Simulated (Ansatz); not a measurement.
CH8BFSi2 (`BC(F)([SiH3])[SiH3]`) at its PBE0-D4/def2-TZVP geometry, where that method's forces vanish. Charge 0, multiplicity 1.

```tsv
atom	x (Å)	y (Å)	z (Å)
B1	-1.682	-0.151	0.147
C2	-0.301	0.479	0.172
F3	-0.261	1.836	0.560
Si4	0.813	-0.494	1.381
Si5	0.482	0.360	-1.567
H6	-1.765	-1.301	-0.176
H7	-2.656	0.474	0.440
H8	2.137	0.175	1.428
H9	0.958	-1.887	0.892
H10	0.212	-0.493	2.738
H11	-0.378	1.052	-2.559
H12	0.630	-1.070	-1.934
H13	1.811	1.019	-1.522
```

For each bond, give half the difference of the two atoms' forces along it (eV/Å; positive pushes the atoms apart) under PBE-D4, r2SCAN-D4, B3LYP-D4, ωB97M-V in def2-TZVPP. (Estimate.)

Ansatz gave: 
| bond | length (Å) | PBE-D4 | r2SCAN-D4 | B3LYP-D4 | ωB97M-V |
| --- | --- | --- | --- | --- | --- |
| B1–C2 | 1.518 | -0.18 | -0.10 | -0.04 | 0.04 |
| B1–H6 | 1.197 | 0.04 | -0.03 | -0.09 | -0.09 |
| B1–H7 | 1.193 | 0.11 | -0.03 | -0.13 | -0.14 |
| C2–F3 | 1.412 | 0.51 | 0.43 | 0.49 | 0.33 |
| C2–Si4 | 1.912 | 0.02 | -0.02 | 0.04 | -0.01 |
| C2–Si5 | 1.911 | 0.02 | -0.02 | 0.04 | -0.01 |
| Si4–H8 | 1.484 | 0.09 | -0.02 | -0.09 | -0.12 |
| Si4–H9 | 1.483 | 0.04 | -0.03 | -0.07 | -0.09 |
| Si4–H10 | 1.484 | 0.07 | -0.02 | -0.10 | -0.12 |
| Si5–H11 | 1.484 | 0.07 | -0.02 | -0.10 | -0.12 |
| Si5–H12 | 1.483 | 0.04 | -0.03 | -0.07 | -0.09 |
| Si5–H13 | 1.484 | 0.09 | -0.02 | -0.09 | -0.11 |

B3LYP here is the variant with VWN-RPA as its local correlation; programs differ in this.
